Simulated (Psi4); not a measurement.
CHOS (SMILES O=C=[SH+]), charge +1, singlet, geometry from GFN2-xTB. Base run: B3LYP/6-31G in Psi4 1.11.

Here is a job for Psi4.
```
memory 2 GB

molecule {
1 1
  O    -0.34180530    0.10102109   -1.68704513
  C    -0.13121664    0.04098022   -0.58326032
  S     0.27585043   -0.09473859    0.97470948
  H    -0.89186473    0.46176743    1.40057134
}

set basis 6-31g

energy('b3lyp')
print_variables()
```

The base run was repeated with changes; each row names its change, and settings that it needs were set with it.

| change | ΔE vs base (mEh) | SCF cycles | grid points | basis functions |
|---|---|---|---|---|
| base | 0.000 | 8 | 85799 | 33 |
| dft_radial_points = 150 | 0.001 | 8 | 170811 | 33 |
| dft_nuclear_scheme = becke | 0.005 | 8 | 85419 | 33 |
| scf_type = direct | -0.023 | 12 | 85799 | 33 |
| e_convergence = 1e-8 | 0.000 | 8 | 85799 | 33 |
| d_convergence = 1e-4 | 0.000 | 8 | 85799 | 33 |
| dft_radial_scheme = mura | 0.001 | 8 | 87116 | 33 |
| dft_radial_scheme = becke | 0.004 | 8 | 75386 | 33 |
| scf_initial_accelerator = none | 0.000 | 8 | 85799 | 33 |
| puream = true | -0.012 | 8 | 85799 | 33 |
| guess = sapgau | 0.000 | 8 | 85799 | 33 |
| scf_type = disk_df | 0.000 | 8 | 85799 | 33 |
| dft_pruning_scheme = treutler | 0.004 | 8 | 47285 | 33 |
